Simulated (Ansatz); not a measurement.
Consider the cleavage of the Sn–Si bond: `Cl[SiH2][SnH3]` + HBr → `[Br][SnH3]` + `[SiH3]Cl`.

Computed with Ansatz on PBE0-D4/def2-TZVP structures; ΔE is electronic, products minus reactants. CBS: MP2 limit from def2 TZ/QZ plus the TZ coupled-cluster correction, frozen cores. This one scheme is used for every species. Functionals use def2-TZVPP. Elements past krypton have def2 core potentials. For Br, Sn outer-core shells are correlated without core-valence functions, which leaves a few kJ/mol of doubt a bond. Scalar relativity is left out up to krypton.

`Cl[SiH2][SnH3]`:

Z-matrix (Å, degrees):
```
Si
Sn 1 2.563
Cl 1 2.065 2 109.3
H 1 1.484 2 111.7 3 -118.9
H 1 1.484 2 111.7 3 118.9
H 2 1.708 1 110.2 3 179.5
H 2 1.705 1 110.0 3 -60.6
H 2 1.705 1 110.0 3 59.6
```

HBr:

Cartesian coordinates in Å:
```
Br 0.099 0.314 0.630
H -0.099 -0.314 -0.630
```

`[Br][SnH3]`:

```xyz
5

Br   -0.120    0.887   -2.091
Sn    0.011   -0.081    0.192
H    -0.689   -1.628    0.098
H    -0.864    0.964    1.207
H     1.662   -0.141    0.594
```

`[SiH3]Cl`:

Cartesian coordinates in Å:
```
Si -0.056 0.058 -0.100
Cl 0.836 -0.863 1.504
H 0.992 0.392 -1.092
H -0.726 1.289 0.377
H -1.045 -0.874 -0.688
```

| level | ΔE (kJ/mol) |
| --- | --- |
| LDA (SPW92) | -60.8 |
| BLYP-D4 | -76.2 |
| B97M-V | -82.5 |
| ωB97X-V | -83.6 |
| revPBE | -73.7 |
| CCSD/def2-SVP | -82.2 |
| CCSD/def2-TZVPP | -80.6 |
| HF/CBS(def2) | -111.3 |

Task: What does CCSD(T)/CBS give? (Best estimate.)

Result: Computed: -82.4 kJ/mol. The listed levels differ from it by 21.6, 6.2, -0.1, -1.2, 8.7, 0.2, 1.8, -28.9 kJ/mol.

Task: What do rigid-rotor, harmonic-oscillator terms from PBE0-D4/def2-TZVP frequencies (298.15 K, 1 bar) make of the CCSD(T)/CBS value? (An estimate is asked.)

Result: The calculation gave: ΔZPE = +5.9 kJ/mol, ΔH = -80.0 kJ/mol, ΔS = -11 J/(mol·K), ΔG = -76.8 kJ/mol.

Largest T1 diagnostic among the species: 0.012.

In def2-TZVPP, CCSD(T) changes the Hartree–Fock value by +32.3 kJ/mol (the triples alone add +2.8 kJ/mol) and MP2 by +28.2 kJ/mol. The D4 term adds +4.8 kJ/mol with B3LYP and +2.8 kJ/mol with PBE0; it sums over pairs of atoms, weighted by their polarisabilities, and B3LYP, whose exchange is more repulsive, gets the larger term. From BLYP to BHLYP (50 % exact exchange), in def2-TZVPP and without D4, ΔE moves by −12.1 kJ/mol.

B3LYP here is the variant with VWN-RPA as its local correlation; programs differ in this.
